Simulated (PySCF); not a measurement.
# A small calculation by hand: entropy of an ideal gas

ClH2NSi, SMILES Cl[Si]N (connectivity only; charge and spin as stated), neutral, multiplicity 1.

Geometry optimised at B3LYP-D3(BJ)/def2-TZVP. One conformer was computed; it need not be the lowest.

B3LYP-D3(BJ)/def2-TZVP (PySCF) gives the harmonic wavenumbers 257, 461, 508, 537, 766, 864, 1571, 3530, 3633 cm⁻¹ and the rotational temperatures 0.9412, 0.2144, 0.1746 K. The molar mass is 79.56 g/mol, the symmetry number 1, the spin multiplicity 1.

Work out the entropy at 298.15 K and 1 atm in the rigid-rotor, harmonic-oscillator model.


Translation (Sackur–Tetrode at 1 atm): S = R[1.5 ln M + 2.5 ln T − 1.16487] = 163.3 J/(mol K).
Rotation: q = (√π/σ) T^1.5/√(θA θB θC) = 48600, S = R[ln q + 3/2] = 102.2 J/(mol K).
Vibration: with u = 1.4388 ν/T, each mode gives R[u/(e^u − 1) − ln(1 − e^−u)]:
| ν (cm⁻¹) | modes | u | S (J/(mol K)) |
|---|---|---|---|
| 257 | 1 | 1.24 | 7.04 |
| 461 | 1 | 2.22 | 3.19 |
| 508 | 1 | 2.45 | 2.67 |
| 537 | 1 | 2.59 | 2.39 |
| 766 | 1 | 3.70 | 0.99 |
| 864 | 1 | 4.17 | 0.67 |
| 1571 | 1 | 7.58 | 0.04 |
The stiffer modes add less than 0.005 each. Sum 17.0 J/(mol K).
Spin: R ln 1 = 0.0 J/(mol K).
Total 282.5 J/(mol K); the program's own thermochemistry gives 282.5. Translation makes up 58 % and vibration 6 %. Anharmonicity, hindered rotation and orbital degeneracy are left out.
